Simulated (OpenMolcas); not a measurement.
Os2+: moving or changing the point charges

Os2+ among 6 point charges of -1.7 e arranged as an octahedron (Oh), 2.03 Å from the ion.

```json
{
  "Program": "OpenMolcas 26.06",
  "Method": "CASSCF",
  "Basis": "ANO-RCC-VDZP [7s6p4d2f1g]",
  "Scalar Hamiltonian": "DKH2, point nucleus",
  "Active space": "6 electrons in 5 orbitals (5d)",
  "State averaging": "2S+1 = 5 even, 5 roots; 2S+1 = 3 even, 45 roots; 2S+1 = 1 even, 50 roots",
  "Spin-orbit coupling": "state interaction with AMFI integrals over the reference wave functions"
}
```

Runs around this geometry, states (labels of O, the rotations of Oh). Energies in cm-1 above the lowest state or level, χT in cm3 K/mol; under a threefold ground state the first gap can be a small split of the lowest multiplet, not the spin-orbit step.

| R (Å) | q (e) | Ground state | First state of that spin | First gap with spin-orbit (degeneracies) | χT at 300 K | First state of another spin |
| --- | --- | --- | --- | --- | --- | --- |
| 2.03 | -0.85 | 5T2 | 5E 7827 | 175.7 (3, 2) | 4.408 | 3T1 10477 |
| 1.91 | -1.7 | 1A1 | 1T1 15060 | 7014 (1, 2) | 0.102 | 5T2 8304 |
| 2.03 | -1.7 | 1A1 | 1T1 11591 | 3095 (1, 2) | 0.228 | 5T2 799.1 |
| 2.16 | -1.7 | 5T2 | 5E 12258 | 819.0 (1, 2) | 0.996 | 1A1 5197 |

The ground state changes within this set.

Without dynamic correlation the repulsion within the d shell is too large (B by tens of per cent), so at a given field states of lower spin stand too high. Spin-orbit coupling mixes the spin-free states strongly: the lowest level takes only 65 % from its leading state, 1A1 (figures for R = 1.91, q = -1.7; the like holds for R = 2.03, q = -1.7, R = 2.16, q = -1.7). An orbital triplet at a regular site is open to Jahn-Teller coupling, which can distort the site and quench the lowest spin-orbit gaps and is left out (holds for R = 2.03, q = -0.85). Point charges give a weaker field than real ligands, and real ions of this kind are as a rule low spin; the high spin found here belongs to the model (holds for R = 2.03, q = -0.85; R = 2.16, q = -1.7). This shell can be high or low spin here, a state of another spin lies low, and with metal d orbitals alone active their balance is uncertain, so the ground spin may be wrong, although the usual error favours high spin (holds for R = 1.91, q = -1.7; R = 2.03, q = -1.7). This shell can be high or low spin here, a state of another spin lies low, and with metal d orbitals alone active their balance is uncertain, so the ground spin may be wrong (holds for R = 2.16, q = -1.7). This is an electrostatic model: the charges have no orbitals. No measured value stands beside these numbers.
